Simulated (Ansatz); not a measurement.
Consider the hydrogen abstraction from the N–H bond: `N[Si](F)(Cl)Cl` + `[OH]`• → `[NH][Si](F)(Cl)Cl`• + H₂O.

Gas-phase electronic energies from Ansatz, PBE0-D4/def2-TZVP geometries. CCSD(T)/CBS adds triple-zeta CCSD(T) − MP2 to the extrapolated MP2 energy (def2 sets, frozen cores). This one scheme is used for every species. Functionals use def2-TZVPP. Open shells (•) are unrestricted, without spin–orbit coupling. Each species was taken in one conformer, which may not be the lowest.

```json
{"level": "ωB97M-V", "ΔE (kcal/mol)": "-2.1"}
{"level": "CCSD/def2-SVP", "ΔE (kcal/mol)": "1.1"}
```

(1) What does CCSD(T)/CBS give? (An estimate is asked.)

(2) What do rigid-rotor, harmonic-oscillator terms from PBE0-D4/def2-TZVP frequencies (298.15 K, 1 bar) make of the CCSD(T)/CBS value? (An estimate is asked.)

Largest T1 diagnostic among the species: 0.012.

Answers

(1) Computed: -3.3 kcal/mol. The listed levels differ from it by 1.2, 4.4 kcal/mol.

(2) Computed: ΔZPE = -0.4 kcal/mol, ΔH = -3.5 kcal/mol, ΔS = 18 J/(mol·K), ΔG = -4.8 kcal/mol. Open shells count their whole term as degenerate. Modes under 50 cm⁻¹ make the entropy rough.

Leaving LDA and LC-ωPBE aside and taking each functional with its dispersion term where it has one, the values, not all of them listed here, spread over 6.5 kcal/mol, from PBE-D4 to BHLYP-D4. LDA lies −1.9 kcal/mol from PBE without D4. From r2SCAN to r2SCAN0 (25 % exact exchange), in def2-TZVPP and without D4, ΔE moves by +2.5 kcal/mol. At CCSD(T), def2-SVP lies +4.1 kcal/mol from the extrapolated value and def2-TZVPP +0.9 kcal/mol.
